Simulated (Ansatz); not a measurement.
Coupled-cluster run, C3H8Cl2GaN (`CC(C)[NH][Ga]([Cl])[Cl]`).

```yaml
crystal:
  periodic: [false, false, false]
  atoms:
    - {symbol: C, position_ang: [-1.539491, -0.708695, -0.337619]}
    - {symbol: C, position_ang: [-0.284887, -0.144398, 0.312752]}
    - {symbol: C, position_ang: [0.388668, -1.175184, 1.206743]}
    - {symbol: N, position_ang: [0.639605, 0.361488, -0.688604]}
    - {symbol: Ga, position_ang: [1.203079, 2.050251, -0.884476]}
    - {symbol: Cl, position_ang: [0.508062, 3.564818, 0.438270]}
    - {symbol: Cl, position_ang: [2.566105, 2.578415, -2.428067]}
    - {symbol: H, position_ang: [-2.033231, 0.048613, -0.949180]}
    - {symbol: H, position_ang: [-1.287529, -1.555534, -0.983908]}
    - {symbol: H, position_ang: [-2.247649, -1.062816, 0.415526]}
    - {symbol: H, position_ang: [-0.576841, 0.708830, 0.934990]}
    - {symbol: H, position_ang: [1.267523, -0.749945, 1.694661]}
    - {symbol: H, position_ang: [-0.296881, -1.534766, 1.978004]}
    - {symbol: H, position_ang: [0.712164, -2.039391, 0.617837]}
    - {symbol: H, position_ang: [0.981295, -0.341665, -1.326940]}
basis:
  gaussian: {orbitals: def2-SVP}
correlation: {method: ccsd_t}
```

```sh
$ ansatz run in.yaml --threads 2 --pin off --events-out ev --progress --plain --max-ram 32768MiB --backend cuda --devices 0, --max-vram 18GiB
```

The program prints (abridged):

```
Functional definition: HF
1629 factors; integrals over basis functions are off by at most 1.3e-3 eV
mean field evaluation 1: about -82023.1602 eV, gradient 3.9e1 eV
mean field evaluation 2: about -82023.1663 eV, gradient 3.9e1 eV
mean field evaluation 4: about -82027.2142 eV, gradient 4.9e0 eV
mean field evaluation 8: about -82027.2769 eV, gradient 2.1e-4 eV
mean field -82027.27687333 eV, -3014.4468250098 hartree, gradient 1.6e-6 eV, S^2 0.000000; 0 other end points of the search recorded, 0 dependent functions left out
23 core orbitals not correlated: weight in the atoms' cores, before any rotation towards them, 1.000 or more for the frozen orbitals, at most 0.000 for the correlated occupied ones
reference -82027.27687333 eV, -3014.4468250098 hartree; 26, 26 occupied and 115, 115 virtual orbitals, 1629 factors
second order -29.18483875 eV of doubles, -0.00000000 eV of singles
cycle   1  -29.90380351 eV  change   -7.2e-1 eV  update   1.2e-1
cycle   2  -30.65868793 eV  change   -7.5e-1 eV  update   3.5e-2
cycle   3  -30.80957080 eV  change   -1.5e-1 eV  update   1.8e-2
cycle   4  -30.80300272 eV  change    6.6e-3 eV  update   4.8e-3
cycle   5  -30.80212097 eV  change    8.8e-4 eV  update   2.4e-3
cycle   6  -30.80149480 eV  change    6.3e-4 eV  update   8.6e-4
cycle   7  -30.80138091 eV  change    1.1e-4 eV  update   3.4e-4
cycle   8  -30.80141049 eV  change   -3.0e-5 eV  update   8.6e-5
cycle   9  -30.80143334 eV  change   -2.3e-5 eV  update   2.7e-5
perturbative correction -0.89929192 eV, -0.0330483686 hartree
Total energy: -82058.97759859 eV, -3015.6118051755 hartree
```

Run time 11 s (2 threads of an AMD EPYC 7R13 on a shared host and a share of an NVIDIA H100 80 GB); peak host memory 0.76 GiB.

Correlation energy per correlated electron: -0.610 eV. T1 diagnostic: 0.0111.
